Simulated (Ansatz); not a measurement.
A nudged elastic band was laid between two geometries of GaH$_{4}$N (6 atoms, charge 0, multiplicity 1).

All numbers below come from Ansatz, RKS B3LYP-D4/def2-SVP.

```
movable images  : 7
climbing image  : yes
spring          : 5.0 eV/Å²
optimiser       : quadratic models (default)
start path      : through a guess of the saddle point
force threshold : 0.05 eV/Å
iteration limit : 60
end points      : relaxed
```

Initial state:

```xyz
6
Properties=species:S:1:pos:R:3
Ga 0.562 0.032 0.044
N 0.978 -0.035 1.813
H 0.297 -0.135 2.558
H 1.922 0.023 2.181
H 1.760 0.191 -0.951
H -0.956 -0.077 -0.323
```

Final state:

```xyz
6
Properties=species:S:1:pos:R:3
Ga -0.065 -1.328 -0.140
N 1.247 0.110 1.311
H 0.628 0.533 2.005
H 2.021 -0.331 1.810
H 1.628 0.879 0.757
H -0.896 0.138 -0.422
```

(1) What changes between the two ends?

(2) What energy profile does the band end with?

(3) What is the geometry of the highest image?

Answers

(1) Bonds broken: Ga1–N2, Ga1–H5. Bonds formed: N2–H5. GaH4N becomes GaH + H3N.

(2) It converged. The highest image is number 2 of 0 to 8, 60.9 kcal/mol above the first end and 48.7 kcal/mol above the last; the last end lies 12.2 kcal/mol above the first. The profile has 2 maxima (images 2, 5) with wells between them (image 3): this band takes more than one step, which may be the mechanism or a detour left from its start path. Neighbouring images differ by up to 2.1 eV, so the band resolves the path poorly. A vibrational analysis at the climbing image gives one clearly imaginary mode, 1390i cm⁻¹: a first-order saddle point. The orbitals stay closed-shell, which can raise the energy where a bond breaks towards radicals; this wasn't checked here.

```csv
image,path coordinate (Å),energy (kcal/mol),Ga1–N2 (Å),Ga1–H5 (Å),N2–H5 (Å)
0,0.00,0.0,1.82,1.57,2.88
1,0.91,15.8,1.83,1.54,2.35
2,1.81,60.9,2.02,1.67,1.53
3,2.82,13.4,2.39,2.69,1.02
4,3.82,17.2,2.65,2.91,1.02
5,4.83,25.8,3.15,2.90,1.02
6,5.84,19.3,2.72,2.89,1.01
7,6.84,12.6,2.45,2.97,1.02
8,7.85,12.2,2.43,2.92,1.02
```

(3) 
```xyz
6
Properties=species:S:1:pos:R:3
Ga 0.367 0.426 -0.297
N 1.049 -0.033 1.544
H 0.700 -0.622 2.312
H 1.866 0.486 1.871
H 1.771 -0.315 0.227
H -1.190 0.057 -0.333
```

Run time: 4.6 min on 1 thread of Arm Neoverse V1, with other jobs on the host, peak memory 0.13 GiB.
